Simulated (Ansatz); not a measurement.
Start from `BNC(=O)S` and change one atom or group to get `BNC(C)=O`.

Ansatz, PBE0-D4/def2-TZVP geometries, multiplicity 1. Each molecule was computed in one conformer, which needn't be the lowest.

```csv
property,`BNC(=O)S`
size of the dipole moment (B3LYP/def2-TZVPP) / D,2.43
LUMO energy (PBE/def2-TZVPP) / eV,-2.41
HOMO energy (ωB97M-V/def2-TZVPP) / eV,-10.30
HOMO–LUMO gap (PBE0/def2-TZVPP) / eV,6.67
HOMO energy (B3LYP/def2-TZVPP) / eV,-7.86
HOMO–LUMO gap (B3LYP/def2-TZVPP) / eV,6.21
```

**Question.** What does the change do to each property? (An estimate is asked.)

**Answer.** Ansatz gave: 
| property | `BNC(C)=O` | shift |
| --- | --- | --- |
| size of the dipole moment (B3LYP/def2-TZVPP) / D | 3.80 | 1.37 |
| LUMO energy (PBE/def2-TZVPP) / eV | -2.19 | 0.22 |
| HOMO energy (ωB97M-V/def2-TZVPP) / eV | -10.24 | 0.06 |
| HOMO–LUMO gap (PBE0/def2-TZVPP) / eV | 6.64 | -0.03 |
| HOMO energy (B3LYP/def2-TZVPP) / eV | -7.54 | 0.32 |
| HOMO–LUMO gap (B3LYP/def2-TZVPP) / eV | 6.15 | -0.06 |

Dipoles are sizes alone; their direction can turn.

B3LYP here is the variant with VWN-RPA as its local correlation; programs differ in this.
